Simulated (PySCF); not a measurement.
Compound: C4H2F4.
Numbering: `[F:1]/[CH:2]=[CH:3]\[C:4]([F:5])=[C:6]([F:7])[F:8]` (hydrogens: H9 on C2; H10 on C3)

Computed by this run: PBE0-D3(BJ)/def2-SVP geometry optimisation, gas phase (PySCF 2.14.0); density fitting, grid level 1; the optimiser is geomeTRIC in internal coordinates, started from a GFN2-xTB structure with every atom displaced at random (about 0.01 Å).

The end geometry, which sets the zero of energy:
```
atom  x, y, z in Å
F1      1.5968    0.0938    2.0144
C2      1.6403    0.5021    0.7577
C3      0.6440    0.3356   -0.1193
C4     -0.6308   -0.2974    0.1238
F5     -0.9141   -0.7248    1.3527
C6     -1.5605   -0.4837   -0.8260
F7     -1.4015   -0.1087   -2.0727
F8     -2.7155   -1.0544   -0.6208
H9      2.5808    0.9971    0.5011
H10     0.8139    0.7161   -1.1278
```

Question: These geometries come from the run, each turned onto the end geometry. Order them by energy, lowest first.
A.
```
atom  x, y, z in Å
F1      1.5824    0.0549    1.9991
C2      1.6439    0.5009    0.7530
C3      0.6414    0.3544   -0.1216
C4     -0.6368   -0.2661    0.1339
F5     -0.9240   -0.6883    1.3645
C6     -1.5531   -0.4967   -0.8257
F7     -1.3963   -0.1280   -2.0740
F8     -2.7007   -1.0835   -0.6228
H9      2.5959    0.9751    0.5000
H10     0.8007    0.7530   -1.1234
```
B.
```
atom  x, y, z in Å
F1      1.5813    0.1251    2.0338
C2      1.6267    0.5113    0.7451
C3      0.6383    0.3173   -0.1503
C4     -0.5856   -0.2999    0.1240
F5     -0.8755   -0.7578    1.3542
C6     -1.5671   -0.4712   -0.8144
F7     -1.4080   -0.0770   -2.0661
F8     -2.7257   -1.0357   -0.6302
H9      2.5660    1.0029    0.5291
H10     0.8030    0.6608   -1.1421
```
C.
```
atom  x, y, z in Å
F1      1.6446    0.1000    2.0205
C2      1.6417    0.4857    0.7561
C3      0.6349    0.3435   -0.1133
C4     -0.6558   -0.2630    0.1465
F5     -0.9611   -0.7060    1.3625
C6     -1.5493   -0.4949   -0.8288
F7     -1.3761   -0.1053   -2.0682
F8     -2.6959   -1.0939   -0.6484
H9      2.5856    0.9588    0.4709
H10     0.7847    0.7510   -1.1149
```

Answer: A (0.007 eV), C (0.022 eV), B (0.114 eV).

In the order of the answer:

```json
{"step": "3", "E above end (eV)": "0.007", "largest force (eV/Å)": "0.36", "rms force component (eV/Å)": "0.101", "rms distance from end (Å)": "0.030", "rms bond change (Å)": "0.002", "bond most changed (Å)": "C4=C6 +0.005"}
{"step": "2", "E above end (eV)": "0.022", "largest force (eV/Å)": "0.59", "rms force component (eV/Å)": "0.178", "rms distance from end (Å)": "0.040", "rms bond change (Å)": "0.002", "bond most changed (Å)": "C3–C4 +0.006"}
{"step": "0", "E above end (eV)": "0.114", "largest force (eV/Å)": "3.30", "rms force component (eV/Å)": "0.830", "rms distance from end (Å)": "0.038", "rms bond change (Å)": "0.023", "bond most changed (Å)": "C3–C4 -0.046"}
```

What follows is the cost of the whole optimisation. On one thread, Arm Neoverse V1 (aarch64), no GPU, shared host, this took 53 s wall and 0.51 GiB of memory at its peak.
